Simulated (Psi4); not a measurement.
The Psi4 input:
```
memory 2 GB

molecule {
0 1
C     0.00184574    0.00147866    0.33702587
H     0.00789083    0.00632154    1.44084271
F     0.02727377    1.24268325   -0.13386700
F     1.06198689   -0.64643979   -0.13124532
F    -1.09136790   -0.59793163   -0.11966522
}

set {
  basis sto-3g
}

energy('tpss')
print_variables()
```

Question: What does this run give for the number of basis functions, nuclear repulsion energy, dipole moment?

Answer: 
```yaml
number_of_basis_functions: 21
nuclear_repulsion_energy: 134.2771 Eh
dipole_moment: 0.61 D
```

Question: Roughly what does it cost on one core?

Answer: about 10 core-seconds (a rough figure).
